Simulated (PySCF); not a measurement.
A PySCF script (with the pyscf-properties extension) for the NMR shieldings of `C[C+](C#C)CC(C)C`, [C₈H₁₃]+, on a PBE0-D3(BJ)/def2-SVP geometry:

```python
import basis_set_exchange as bse
import numpy as np
from pyscf import gto, dft
from pyscf.prop import nmr

atoms = """
C     2.923571    0.293385   -1.584244
C     2.134377    0.043931   -0.686627
C     1.240282   -0.219716    0.344403
C     1.493418   -1.353666    1.241538
C     0.059336    0.615640    0.507604
C    -1.206310   -0.094726   -0.148934
C    -2.415296    0.776952    0.155755
C    -1.025636   -0.332844   -1.637491
H     3.622257    0.514395   -2.379822
H     2.004525   -2.189128    0.742457
H     2.203953   -0.976860    2.009290
H     0.587973   -1.674832    1.773719
H     0.181044    1.599256    0.033728
H    -0.170342    0.719737    1.579992
H    -1.324421   -1.062461    0.367700
H    -3.319077    0.291174   -0.242767
H    -2.561207    0.925023    1.235351
H    -2.329312    1.764330   -0.323384
H    -1.952829   -0.748682   -2.057933
H    -0.817773    0.607875   -2.172865
H    -0.217485   -1.043833   -1.866579
"""
names = dict.fromkeys(["C", "H"], "pcSseg-1")
basis = {el: gto.basis.parse(bse.get_basis(n, elements=[el], fmt="nwchem")) for el, n in names.items()}
mol = gto.M(atom=atoms, basis=basis, charge=1, verbose=0)
mf = dft.RKS(mol, xc="HYB_GGA_XC_B97_2")
mf.grids.level = 2
mf.grids.alignment = dft.numint.BLKSIZE   # the property module wants whole blocks of grid points
mf.conv_tol = 1e-9
mf.kernel()

calc = nmr.RKS(mf)   # GIAO
C = mf.mo_coeff
Co = C[:, mf.mo_occ > 0]
resp = mf.gen_response(singlet=True, hermi=2)
def vind(x):   # induced exchange potential for any number of trial vectors
    d = np.einsum("pi,xij,qj->xpq", C, 2 * x.reshape(-1, C.shape[1], Co.shape[1]), Co, optimize=True)
    return np.einsum("xpq,pi,qj->xij", resp(d - d.transpose(0, 2, 1)), C, Co, optimize=True).ravel()
mo1, _ = nmr.rhf.solve_mo1(calc, with_cphf=vind)
sigma = calc.kernel(mo1)
for i, s in enumerate(sigma):   # ppm
    w = np.linalg.eigvalsh((s + s.T) / 2)
    print("%2d %-2s iso %8.1f  s11 %8.1f  s22 %8.1f  s33 %8.1f" % (i, mol.atom_pure_symbol(i), w.mean(), *w))
```

Problem. What are the results?

Solution. 
```
 0 C  iso    -23.0  s11    -89.6  s22    -15.5  s33     36.0
 1 C  iso     85.3  s11     -8.8  s22      0.3  s33    264.5
 2 C  iso    -96.0  s11   -305.8  s22   -135.7  s33    153.4
 3 C  iso    136.4  s11     91.8  s22    151.2  s33    166.0
 4 C  iso    105.9  s11     42.2  s22    127.4  s33    148.2
 5 C  iso    120.5  s11     97.2  s22    105.8  s33    158.4
 6 C  iso    150.7  s11    128.4  s22    141.7  s33    182.0
 7 C  iso    157.3  s11    147.0  s22    148.7  s33    176.2
 8 H  iso     20.7  s11     16.3  s22     22.5  s33     23.3
 9 H  iso     27.6  s11     24.5  s22     26.4  s33     31.9
10 H  iso     28.0  s11     24.4  s22     25.8  s33     33.7
11 H  iso     27.3  s11     24.1  s22     28.4  s33     29.2
12 H  iso     27.8  s11     24.4  s22     29.0  s33     30.1
13 H  iso     27.3  s11     23.7  s22     27.4  s33     30.8
14 H  iso     28.4  s11     26.1  s22     27.8  s33     31.3
15 H  iso     29.4  s11     25.5  s22     26.6  s33     36.2
16 H  iso     29.5  s11     25.4  s22     27.5  s33     35.5
17 H  iso     29.7  s11     26.4  s22     28.3  s33     34.5
18 H  iso     29.7  s11     25.4  s22     27.2  s33     36.5
19 H  iso     30.0  s11     27.5  s22     28.1  s33     34.6
20 H  iso     30.3  s11     25.7  s22     29.8  s33     35.4
```

These numbers come from an equivalent density-fitted implementation of the same equations, which agrees with the script to about 0.01 ppm for H and up to a few tenths of a ppm for heavy atoms, so last digits may differ.

Problem. Turn these shieldings into chemical shifts. Referencing at the same level of theory: ¹³C (σ = 183.69 ppm) and ¹H (σ = 31.38 ppm) vs TMS.

Solution. Averaging equivalent atoms: C 2: 279.7; C 0: 206.7; C 1: 98.4; C 4: 77.8; C 5: 63.2; C 3: 47.3; C 6/7: 29.7; H 8: 10.68; H 12/13: 3.80; H 9/10/11: 3.77; H 14: 2.95; H 15/16/17/18/19/20: 1.59 ppm. 

Size and cost of the density-fitted run: 201 basis functions, 58 s wall time on 1 thread of an Arm Neoverse N1, shared host.
